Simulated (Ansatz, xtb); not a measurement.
# Relative energy of two isomers of B2FH4Si

Structure I is `F[B]B[SiH3]`, a doublet and structure II is `FBB[SiH2]`, a doublet. Both are isolated molecules in the gas phase, relaxed with r2SCAN-D4/def2-SVP; each stands in its lowest conformer found.

Question: Which of the two would you expect CCSD(T)/def2-SVP + ΔMP2/def2-TZVPP electronic energies to favour?

Answer: CCSD(T)/def2-SVP + ΔMP2/def2-TZVPP gives E(II) − E(I) = +10.0 kJ/mol, favouring structure I, but this leans on the basis-set step: CCSD(T) alone gives +2.4 kJ/mol.

Level by level:

```json
{"level": "r2SCAN-D4/def2-SVP", "geometry": "r2SCAN-D4/def2-SVP", "E(II) − E(I) (kJ/mol)": "+15.1", "departure from the last row (kJ/mol)": "+5.2", "job, with rough time for the two": "optimisation, 4.6 min"}
{"level": "HF/def2-SVP", "geometry": "r2SCAN-D4/def2-SVP", "E(II) − E(I) (kJ/mol)": "−11.1", "departure from the last row (kJ/mol)": "−21.1", "job, with rough time for the two": "part of the CCSD(T) run"}
{"level": "MP2/def2-SVP", "geometry": "r2SCAN-D4/def2-SVP", "E(II) − E(I) (kJ/mol)": "+4.3", "departure from the last row (kJ/mol)": "−5.7", "job, with rough time for the two": "part of the CCSD(T) run"}
{"level": "CCSD(T)/def2-SVP", "geometry": "r2SCAN-D4/def2-SVP", "E(II) − E(I) (kJ/mol)": "+2.4", "departure from the last row (kJ/mol)": "−7.6", "job, with rough time for the two": "single point"}
{"level": "CCSD(T)/def2-SVP + ΔMP2/def2-TZVPP", "geometry": "r2SCAN-D4/def2-SVP", "E(II) − E(I) (kJ/mol)": "+10.0", "departure from the last row (kJ/mol)": "", "job, with rough time for the two": "single point, 45 s"}
```

As drawn, II has 1 B–H in place of 1 Si–H.

HF/def2-SVP puts the two in the other order. The largest departure from CCSD(T)/def2-SVP + ΔMP2/def2-TZVPP is that of HF/def2-SVP, 21.1 kJ/mol. Levels run at GFN2-xTB geometries aren't shown. The last row adds to CCSD(T) the change of the MP2 difference between the two basis sets, here +7.6 kJ/mol.

With harmonic frequencies from r2SCAN-D4/def2-SVP (ideal gas, rigid rotor, one conformer each, 298.15 K, 1 atm): the zero-point term adds +0.9 kJ/mol; ΔH is +11.2 and ΔG +11.3 kJ/mol.

Open shells are spin-unrestricted. The correlated steps freeze 8 core orbitals. Mirror images aren't counted in ΔG. Run with Ansatz 0.2.0; the last row on 1 thread of Arm Neoverse V1 on a shared host.
